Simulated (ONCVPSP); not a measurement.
# O (Z = 8): one change to an ONCV potential, before and after

oxygen, optimised norm-conserving Vanderbilt (ONCV), made with ONCVPSP 4.0.1 (PBE, scalar-relativistic). Core [He], reference 2s2 2p2.5 (charge +1.5). Waves: 2s: rc 0.95 bohr, ncon 4, nbas 8, qcut 5.9 1/bohr, 3 projectors, debl 2.1 Ha; 2p: rc 1.50 bohr, ncon 4, nbas 9, qcut 8.4 1/bohr, 2 projectors, debl 2.1 Ha. Local part: polynomial inside 0.65 bohr (lpopt 5, dvloc0 4 Ha). Core correction: Teter function, fcfact 4, rcfact 1.3.

Change: p: rc 1.64.

Cutoffs: the cutoffs (Ha) at which the residual kinetic energy of the hardest occupied pseudo-wave falls to 1 and 0.1 mHa per electron; they do not see the model core or the augmentation charge, which bear on the density cutoff. Errors are all-electron minus pseudo energies relative to the spin-unpolarised reference configuration.

How do hardness, ghosts and transferability respond?

The potential gets neither clearly harder nor softer (158 Ha and 197 Ha → 158 Ha and 197 Ha); both files keep a bound ghost (s); of the 4 tests that both files solve, the error grows in 4 and shrinks in 0 by more than 15 % and 0.3 meV (median size 76.3 → 98.5 meV). More of the atom is replaced by a form fitted at one configuration, so other configurations suffer.

| quantity | base | changed |
| --- | --- | --- |
| cutoff, loose | 158 Ha | 158 Ha |
| cutoff, tight | 197 Ha | 197 Ha |
| loose cutoff by channel | s 158 Ha, p 27 Ha | s 158 Ha, p 25 Ha |
| bound ghosts | s | s |
| GHOST(+) flags under 300 eV | none | none |
| error for 2s2 2p4, meV [ΔE -30.87 eV] | +116 | +151 |
| error for 2s2 2p3, meV [ΔE -14.44 eV] | +24 | +30 |
| error for 2s2 2p2, meV [ΔE 19.14 eV] | +36 | +46 |
| error for 2s2 2p1, meV [ΔE 73.01 eV] | +506 | +620 |
| s: phases at 0.96 bohr within 0.05 rad from the reference energy up to (Ha; the scan ends near 5) | to the end of the scan | to the end of the scan |
| rms error of d²Exc/dni dnj with the model core, mHa | 3.32 | 3.18 |

 A true bound ghost makes a file unfit for plane-wave use even where its test errors are small: the radial tests pick states by their node count and pass the ghost by.
